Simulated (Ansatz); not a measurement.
`[CH3][InH]`, charge 0, multiplicity 2.

Give a relaxed structure at PBE0-D4/def2-TZVP (Ansatz 0.2.0). (An estimate is asked.)

The calculation gave: 
Z-matrix (Å, degrees):
```
C
In 1 2.189
H 1 1.091 2 109.5
H 1 1.091 2 109.9 3 -120.6
H 1 1.091 2 109.5 3 118.8
H 2 1.769 1 120.5 3 120.5
```
Point group Cs.
